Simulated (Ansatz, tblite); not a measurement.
Spin states of the cluster Al₂P₂, each relaxed with PBE-D4/def2-TZVP in Ansatz. Electronic energies in the gas phase.

The xTB rows come from tblite. B3LYP takes the VWN-RPA correlation. Correlated methods freeze 20 core orbitals. In CCSD on the charge 0 quintet the largest single amplitude is 0.25, so its Hartree–Fock determinant may place the open shell otherwise than the density functionals do. The structure comes from a short search, and lower isomers may exist.

Singlet geometry (D2h within 0.1 Å):

Cartesian coordinates in Å:
```
Al -0.6897 2.0870 -0.6691
Al 0.6903 -2.0868 0.6690
P -0.5486 0.0990 0.8745
P 0.5480 -0.0992 -0.8744
```

Triplet geometry (C2v within 0.1 Å):

```xyz
4

Al    1.743    0.559   -0.848
Al   -1.509   -0.506    1.240
P    -0.450    1.086   -0.146
P     0.216   -1.139   -0.245
```

Quintet geometry (C2 within 0.1 Å):

Cartesian coordinates in Å:
```
Al -1.508 1.471 0.582
Al 1.617 -1.239 -0.792
P 0.537 0.330 0.906
P -0.646 -0.562 -0.696
```

⟨S²⟩: triplet 2.04 at PBE0-D4/def2-TZVP (pure 2.00), quintet 6.02 at PBE0-D4/def2-TZVP (pure 6.00).

Run but left out: HF/def2-TZVP, HF/def2-TZVPP (singlet: restricted singlet, unstable towards broken spin symmetry); MP2/def2-TZVP, MP2/def2-TZVPP (triplet: ⟨S²⟩ 2.17, where a pure state has 2.00); MP2/def2-TZVP, MP2/def2-TZVPP (quintet: a determinant that CCSD turns far, T1 0.071).

Only these spin states were relaxed.

**Question.** Estimate which spin state lies lowest at each of these levels, and by how much: GFN1-xTB; PBE-D4/def2-TZVP; r2SCAN-D4/def2-TZVP; r2SCANh-D4/def2-TZVP; B3LYP-D4/def2-TZVP; PBE0-D4/def2-TZVP; r2SCAN0-D4/def2-TZVP; BHLYP-D4/def2-TZVP; ωB97X-V/def2-TZVP; RPA@PBE/def2-TZVP; CCSD/def2-TZVPP; CCSD(T)/def2-TZVPP.

**Answer.** 
| level | triplet − singlet (kJ/mol) | quintet − singlet (kJ/mol) | lowest of these | remarks |
| --- | --- | --- | --- | --- |
| GFN1-xTB | 109.9 | 532.7 | singlet | – |
| PBE-D4/def2-TZVP | 38.2 | 282.8 | singlet | – |
| r2SCAN-D4/def2-TZVP | 19.5 | 262.0 | singlet | – |
| r2SCANh-D4/def2-TZVP | 21.5 | 266.8 | singlet | – |
| B3LYP-D4/def2-TZVP | 54.1 | 315.9 | singlet | – |
| PBE0-D4/def2-TZVP | 39.9 | 293.3 | singlet | – |
| r2SCAN0-D4/def2-TZVP | 24.3 | 273.6 | singlet | – |
| BHLYP-D4/def2-TZVP | 56.3 | 327.1 | singlet | – |
| ωB97X-V/def2-TZVP | 67.7 | 348.9 | singlet | – |
| RPA@PBE/def2-TZVP | 66.5 | 314.3 | singlet | – |
| CCSD/def2-TZVPP | 74.4 | 330.7 | singlet | large T1 (0.071) (quintet), restricted SCF unstable (singlet), spin-contaminated (⟨S²⟩ 2.17) (triplet), spin-contaminated (⟨S²⟩ 6.13) (quintet) |
| CCSD(T)/def2-TZVPP | 69.2 | 330.0 | singlet | large T1 (0.071) (quintet), restricted SCF unstable (singlet), spin-contaminated (⟨S²⟩ 2.17) (triplet), spin-contaminated (⟨S²⟩ 6.13) (quintet) |

Change of the quintet − singlet gap on mixing in exact exchange, in kJ/mol: PBE to PBE0 (25 % exact exchange) 10.5; r2SCAN to r2SCANh (10 % exact exchange) 4.8; r2SCAN to r2SCAN0 (25 % exact exchange) 11.6. The xTB methods have no term that favours high spin, so they put low spin too low.
